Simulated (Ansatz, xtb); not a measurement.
Species: NbO3, net charge 0, doublet state. The spin state was set by rule; other spins were not relaxed. SMILES: [O]=[Nb]1[O][O]1
Geometry from a B3LYP-D3(BJ)/def2-TZVP (Ansatz, an electronic-structure program) optimisation:
```xyz
4

Nb     0.0397    -0.2216    -0.2880
O     -0.0930    -1.6885     0.5902
O      0.6718     1.4083     0.5461
O     -0.7823     1.4161     0.3395
```
Charge 0, spin multiplicity 2.

Harmonic wavenumbers from GFN2-xTB (xtb, at its own minimum), cm⁻¹: 83, 146, 430, 495, 814, 1149.

Give the harmonic wavenumbers at B3LYP-D3(BJ)/def2-TZVP (Ansatz, finite differences of forces, unscaled).

187, 225, 587, 597, 902, 986 cm⁻¹. Zero-point energy 5.0 kcal/mol.

From these and the geometry, give the ideal-gas thermochemistry at 298.15 K and 1 atm (rigid rotor, harmonic oscillator).

Point group Cs, rotational symmetry number 1. Rotational constants 14.01, 3.821, 3.777 GHz. S(trans) 40.74, S(rot) 24.88, S(vib) 5.34, S(elec, spin only) 1.38, S 72.3 cal/(mol K). H(298) - H(0) 3.33 kcal/mol; G - E(el) -13.3 kcal/mol.
